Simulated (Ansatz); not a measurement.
`C[SiH](N)CO` + `OB(O)Cl` → `COB(O)Cl` + `N[SiH2]CO`  (substitution at a C–Si bond)

Isolated molecules relaxed with PBE0-D4/def2-TZVP in Ansatz; ΔE leaves out vibrations. CCSD(T)/CBS is the MP2 limit (def2-TZVPP, def2-QZVPP) plus CCSD(T) − MP2 in def2-TZVPP, frozen cores. This one scheme is used for every species. DFT in def2-TZVPP. B3LYP here is the variant with VWN-RPA as its local correlation; programs differ in this. Each species was taken in one conformer, which may not be the lowest.

Task: Is it downhill or uphill in electronic energy at CCSD(T)/CBS, and by how much? (An estimate is asked.)

Result: The calculation gave: Uphill: ΔE = +102.0 kJ/mol.

Task: What do these levels give: r2SCAN-D4, B3LYP-D4, ωB97X-V, B2PLYP, PBE, MP2/def2-TZVPP, CCSD/def2-TZVPP, CCSD(T)/def2-TZVPP, HF/def2-QZVPP, MP2/def2-QZVPP, SCS-MP2/def2-QZVPP, CCSD/CBS(def2)? (Estimate.)

Result: Computed: r2SCAN-D4 103.1, B3LYP-D4 95.3, ωB97X-V 95.9, B2PLYP 96.7, PBE 98.5, MP2/def2-TZVPP 105.8, CCSD/def2-TZVPP 98.6, CCSD(T)/def2-TZVPP 99.4, HF/def2-QZVPP 86.0, MP2/def2-QZVPP 107.2, SCS-MP2/def2-QZVPP 99.2, CCSD/CBS(def2) 101.3 kJ/mol.

Largest T1 diagnostic among the species: 0.012.

In def2-TZVPP, CCSD(T) changes the Hartree–Fock value by +13.0 kJ/mol (the triples alone add +0.8 kJ/mol) and MP2 by +19.4 kJ/mol.
